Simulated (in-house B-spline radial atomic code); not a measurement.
# Ionising Sc V (Sc4+) with different functionals

Computed with a radial B-spline atomic code at the basis-set limit: scalar-relativistic (spin-free X2C) Hamiltonian, Fermi nucleus of rms radius 3.5459 fm, spin-polarised at highest spin, spherical fractional occupations for the functionals, the average over the highest-spin determinants for Hartree-Fock. The ionisation energy is the difference of two self-consistent energies, [Ne] 3s2 3p5 → [Ne] 3s2 3p4, without Breit or QED terms; ε is the level of the shell that loses the electron (its least bound occupied spin orbital).

Hybrids are left out here: with spherical fractional occupations of an open shell their exact exchange keeps a self-interaction that integer-occupation calculations don't have.

```csv
method,rung,ΔSCF (eV),-ε(3p) (eV)
Hartree-Fock,Hartree-Fock,90.32,91.28
LDA VWN5,LDA,92.00,82.66
LDA PW92,LDA,92.00,82.66
LDA exchange-only,LDA,89.93,80.71
PBE,GGA,91.83,82.55
PBEsol,GGA,91.75,82.47
BLYP,GGA,91.68,82.39
RPBE,GGA,91.78,82.53
PW91,GGA,91.95,82.66
BP86,GGA,?,?
AM05,GGA,91.77,82.47
OLYP,GGA,91.90,82.70
TPSS,meta-GGA,?,?
SCAN,meta-GGA,92.04,83.03
r2SCAN,meta-GGA,91.98,82.97
revTPSS,meta-GGA,91.83,82.64
```

(1) What does TPSS give?

(2) What does BP86 give?

(3) How do they compare with the NIST value?

## Answers

(1) ΔSCF 91.92 eV, and -ε(3p) = 82.72 eV.

(2) ΔSCF 91.97 eV, and -ε(3p) = 82.66 eV.

(3) NIST lists 91.95 eV ± 0.03 (semi-empirical, ground level to ground level). Errors run from -2.02 to +0.09 eV; PW91 is closest (+0.00 eV), though others lie within the uncertainty of it, and part of that can be cancellation, since the calculations leave out spin-orbit coupling, Breit-QED terms, multiplet and fine-structure energies. Hartree-Fock also lacks correlation.
